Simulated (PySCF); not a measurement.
Br₄Sn, SMILES [Br][Sn-]([Br])([Br])[Br] (connectivity only; charge and spin as stated), charge -1, multiplicity 2. Atoms are numbered in the order given.

```xyz
5

Sn     0.0000     0.0000     0.0000
Br    -1.5403     1.5403    -1.5403
Br     1.5403     1.5403     1.5403
Br     1.5403    -1.5403    -1.5403
Br    -1.5403    -1.5403     1.5403
```
Charge -1, spin multiplicity 2.

The structure is a stationary point at r2SCAN-D4/def2-SVPD. The def2 effective core potentials stand for the cores of Sn; spin–orbit coupling is left out.

Calculation: PySCF 2.14.0 with r2SCAN-D4/def2-SVPD.

Frequencies are harmonic and unscaled.

Modes within 1.5 cm⁻¹ of each other (mostly degenerate sets) share a row, with their intensities summed.

Computed harmonic wavenumbers and intensities:
```tsv
mode	ν (cm⁻¹)	IR (km/mol)	moving atoms (share of kinetic energy)
1–3	25	0.0	Br 83 %, Sn 17 %
4–5	39	0.0	Br 100 %
6	162	0.0	Br 100 %
7–9	196	181.9	Sn 56 %, Br 44 %
```
